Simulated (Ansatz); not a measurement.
Reaction (hydrogenolysis of the Si–Si bond): `O[SiH]([SiH3])[GeH3]` + H₂ → `O[SiH2][GeH3]` + SiH₄

Program: Ansatz. Geometries: PBE0-D4/def2-TZVP. ΔE: electronic, gas phase. CCSD(T)/CBS adds triple-zeta CCSD(T) − MP2 to the extrapolated MP2 energy (def2 sets, frozen cores). This one scheme is used for every species. DFT in def2-TZVPP. B3LYP here is the variant with VWN-RPA as its local correlation; programs differ in this. For Ge outer-core shells are correlated without core-valence functions, which leaves a few kJ/mol of doubt a bond. Scalar relativity is left out up to krypton. One conformer a species, not always the lowest.

(1) Is it downhill or uphill in electronic energy at CCSD(T)/CBS, and by how much? (An estimate is asked.)

(2) What do these levels give: PBE-D4, r2SCAN-D4, B3LYP-D4, ωB97X-V, ωB97M-V, PBE, PBE0, B3LYP, CCSD/def2-TZVPP, CCSD(T)/def2-TZVPP, HF/def2-QZVPP, MP2/def2-QZVPP? (Estimate.)

Largest T1 diagnostic among the species: 0.013.

Answers

(1) The calculation gave: Downhill: ΔE = -19.5 kJ/mol.

(2) Ansatz gave: PBE-D4 -3.6, r2SCAN-D4 -12.7, B3LYP-D4 -19.0, ωB97X-V -22.4, ωB97M-V -24.9, PBE -10.9, PBE0 -17.6, B3LYP -30.9, CCSD/def2-TZVPP -29.3, CCSD(T)/def2-TZVPP -23.5, HF/def2-QZVPP -55.2, MP2/def2-QZVPP -20.7 kJ/mol.

From PBE to PBE0 (25 % exact exchange), in def2-TZVPP and without D4, ΔE moves by −6.6 kJ/mol. The D4 term adds +11.9 kJ/mol with B3LYP and +6.8 kJ/mol with PBE0; it sums over pairs of atoms, weighted by their polarisabilities, and B3LYP, whose exchange is more repulsive, gets the larger term.
